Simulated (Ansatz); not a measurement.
Ansatz (a first-principles code) job for HgCl, SMILES [Cl][Hg+], charge +1, ωB97X-V/def2-TZVPD. Geometry optimised at B3LYP-D3(BJ)/def2-TZVPD. The spin state was assumed, not searched. The def2 effective core potentials stand for the cores of Hg; spin–orbit coupling is left out.

Ansatz 0.2 input:
```yaml
crystal:
  periodic: [false, false, false]
  atoms:
    - {symbol: Hg, position_ang: [0.00000000, 0.00000000, -0.39801836]}
    - {symbol: Cl, position_ang: [0.00000000, 0.00000000, 1.87302755]}
basis:
  gaussian:
    orbitals: def2-TZVPD
hamiltonian:
  xc: {name: wB97X-V}
total_charge: 1
```

Output:

```
WARN ansatz: RAYON_NUM_THREADS=1 ignored (pool sized by the plan → 1); use --threads N
Functional definition: wB97X-V
integrals: 0.04 GiB planned
710 factors; their error is unknown
integrals: 0.07 GiB planned
135 factors; integrals over basis functions are off by at most 6.8e-5 eV
mean field: 0.35 GiB planned
mean field evaluation 1: about -16680.8349 eV, gradient 5.2e1 eV
mean field evaluation 2: about -16676.1984 eV, gradient 7.1e1 eV
mean field evaluation 4: about -16687.5907 eV, gradient 1.7e0 eV
mean field evaluation 8: about -16687.6001 eV, gradient 1.1e-1 eV
mean field evaluation 16: about -16687.6364 eV, gradient 5.3e-5 eV
mean field -16687.63636562 eV, -613.2593251505 hartree, gradient 1.5e-5 eV, S^2 0.000000; 0 other end points of the search recorded, 0 dependent functions left out
reference -16687.63636334 eV, -613.2593250665 hartree; 18, 18 occupied and 74, 74 virtual orbitals, 710 factors
Total energy: -16687.63636334 eV, -613.2593250665 hartree
```

Self-consistency was reached.
